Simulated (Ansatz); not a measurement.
Basis-set extrapolation for `OC[SiH](O)[SiH3]` (PBE0-D4/def2-TZVP geometry, frozen core, Ansatz). Multiplicity 1, RHF reference.

|  | def2-TZVPP | def2-QZVPP |
| --- | --- | --- |
| HF | -770.251336 | -770.278715 |
| MP2 correlation | -0.906755 | -0.976469 |
| CCSD(T) correlation | -0.993971 | not run |

Energies in hartree. Use E(X) = E(∞) + A·exp(−7.88·√X) for Hartree–Fock and E(X) = E(∞) + B·X^(−2.97) for correlation, with X = 3 and 4, and add CCSD(T) minus MP2 of the smaller set to the MP2 limit.

Q: What is the CCSD(T) energy at the basis-set limit?

A: HF limit: -770.278715 + (-0.027379) × 0.13774 = -770.28249. MP2 limit: -0.976469 + (-0.069714) × 0.74074 = -1.02811. Higher-order term: -0.993971 − (-0.906755) = -0.08722. Total: -771.39782 hartree, 4.15 eV below CCSD(T)/def2-TZVPP.
